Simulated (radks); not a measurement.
Values are calculated unless marked as measured or tabulated.
Problem. Neutral thulium is in [Xe] 4f(5/2: 6, 7/2: 7) 6s2. Level of theory: Dirac Kohn-Sham, relativistic LDA (MacDonald-Vosko exchange, VWN5 correlation), spin-unpolarised, spherical densities, finite nucleus; Fermi nuclear charge, rms radius of each element as measured or else 0.836 A^(1/3) + 0.57 fm (a radial shooting solver on a logarithmic mesh with Libxc functionals). Sub-shells are occupied by j as written (lower j first in brackets). One electron is removed from 6s1/2, 5p3/2, 4f7/2, 4f5/2 in turn, with full relaxation. Which removal costs least, and what does each cost?

Solution. 6s1/2 6.660 eV; 4f7/2 10.207 eV; 4f5/2 11.480 eV; 5p3/2 30.849 eV. The 6s1/2 electron leaves first.
